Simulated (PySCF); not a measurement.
PySCF 2.14 output of an unrestricted LDA calculation on a single atom or ion in x2c-TZVPPall (11s7p7d4f2g, 113 functions), with the spin-free X2C one-electron Hamiltonian (Gaussian nucleus):

```
SCF conv_tol = 1e-09
number electrons alpha = 35  beta = 30
    P. A. M. Dirac.,  Math. Proc. Cambridge Philos. Soc. 26, 376 (1930)
    F. Bloch.,  Z. Phys. 57, 545 (1929)
    S. H. Vosko, L. Wilk, and M. Nusair.,  Can. J. Phys. 58, 1200 (1980)
cycle= 1 E= -12147.8625996226  delta_E= -0.00214  |g|= 0.719  |ddm|= 0.678
cycle= 2 E= -12147.6403515921  delta_E= 0.222  |g|= 1.69  |ddm|= 0.814
cycle= 3 E= -12147.9160951082  delta_E= -0.276  |g|= 0.0651  |ddm|= 0.551
cycle= 4 E= -12147.9166845238  delta_E= -0.000589  |g|= 0.0119  |ddm|= 0.0429
cycle= 5 E= -12147.9167041718  delta_E= -1.96e-05  |g|= 0.000296  |ddm|= 0.00763
cycle= 6 E= -12147.9167041945  delta_E= -2.27e-08  |g|= 2.53e-05  |ddm|= 0.000413
cycle= 7 E= -12147.9167041946  delta_E= -7.09e-11  |g|= 2.28e-06  |ddm|= 1.03e-05
converged SCF energy = -12147.9167041946  <S^2> = 8.7521316  2S+1 = 6.0007105
```

The run itself started from symmetry-adapted Hartree-Fock orbitals and held the occupation by maximum overlap, on a logarithmic radial grid, so the iterations belong to that start.

Task: Which element, charge and spin multiplicity is this?

Result: Dy⁺ (dysprosium, charge +1), multiplicity 6; the state was [Xe] 4f10 6s1, one real determinant.

⟨L²⟩ = 34.01 against 42 for a pure I term, so this real determinant mixes terms. Spin-orbit coupling, absent here, splits the open shell strongly.
